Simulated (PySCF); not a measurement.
This script is equivalent to a calculation on Rb (rubidium, neutral).

```python
from pyscf import gto, scf, dft, mp, cc
import basis_set_exchange as bse
mol = gto.M(atom="Rb 0 0 0", charge=0, spin=1, symmetry="D2h",
            basis=gto.basis.parse(bse.get_basis("aug-cc-pVDZ-X2C", elements=["Rb"], fmt="nwchem", header=False)),
            nucmod="G")
mf = scf.UHF(mol).sfx2c1e()
mf.irrep_nelec = {'Ag': (7, 6), 'B1g': (1, 1), 'B2g': (1, 1), 'B3g': (1, 1), 'B1u': (3, 3), 'B2u': (3, 3), 'B3u': (3, 3)}
mf.kernel()
```

Q: What total energy does it give?

A: -2979.14285 hartree (calculated).

Q: Which occupied shell lies highest, and where?

A: 5s α, at -3.814 eV.

Q: What is ⟨S²⟩, and what would a pure spin state give?

A: 0.750, against 0.75.
